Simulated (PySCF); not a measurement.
Nuclear quadrupole coupling in AlEt2(OH)

Compound: AlEt2(OH), C4H11AlO.
Cartesian coordinates in Å at the PBE0-D3(BJ)/def2-SVP level; atoms count from 1:
```
atom  x, y, z in Å
Al1   -0.1315   -0.1291   -0.0642
C2     1.8166   -0.2737    0.1622
C3     2.4240   -1.6670    0.0012
H4     2.0732    0.1467    1.1530
H5     2.2811    0.4308   -0.5547
H6     3.5197   -1.6695    0.1275
H7     2.0183   -2.3791    0.7387
H8     2.2194   -2.0911   -0.9960
C9    -1.1395    1.5219    0.2389
C10   -2.6416    1.4698   -0.0397
H11   -0.6625    2.3218   -0.3594
H12   -0.9532    1.8277    1.2869
H13   -3.1400    2.4315    0.1685
H14   -2.8522    1.2149   -1.0902
H15   -3.1430    0.7031    0.5714
O16   -1.0411   -1.4954   -0.5544
H17   -0.6762   -2.3640   -0.7294
```

Field gradients from the PBE0/pcSseg-1 (pcSseg-2 on Al) density (PySCF, non-relativistic), principal values in atomic units, ordered |Vxx| ≤ |Vyy| ≤ |Vzz|:

```json
{"atom": "Al1", "Vxx": "-0.4306", "Vyy": "-0.8341", "Vzz": "1.2647"}
{"atom": "O16", "Vxx": "-0.6999", "Vyy": "-0.7449", "Vzz": "1.4449"}
```

Q: Find the asymmetry η = (Vxx − Vyy)/Vzz and the couplings χ = eQV/h (234.96 MHz × Q in barn × V in au), with Q(27Al) = 0.1466 b, Q(17O) = −0.0256 b.

A: 
```
atom                    environment  nucleus     η  χzz (MHz)  χxx (MHz)  χyy (MHz)
 Al1  aluminium bonded to 2 C and O     27Al  0.32      43.56     -14.83     -28.73
 O16      oxygen bonded to Al and H      17O  0.03      -8.69       4.21       4.48
```

The gradient is axial or nearly so (η below 0.05) at O16. 

Q: What is Vzz at O16 in SI units (1 au = 9.71736 × 10²¹ V/m²)?

A: 1.4449 au = 14.041 × 10²¹ V/m².

Q: And the gradient at the other heavy atoms, for which no coupling is worked out here?

A: 
```
atom                     environment  Vzz (au)     η
  C2  carbon bonded to Al, C and 2 H    -0.202  0.20
  C3      carbon bonded to C and 3 H     0.052  0.26
  C9  carbon bonded to Al, C and 2 H    -0.190  0.12
 C10      carbon bonded to C and 3 H     0.072  0.03
```

Were the hydrogens deuterons (Q(2H) = 0.00286 b), χzz would run from 195 kHz (H12, H5, H6, H13 and 4 more) to 336 kHz (H17).

The structure is a single PBE0-D3(BJ)/def2-SVP conformer in the gas phase; no vibrational or solvent corrections. A larger basis could move these couplings by a tenth or more.
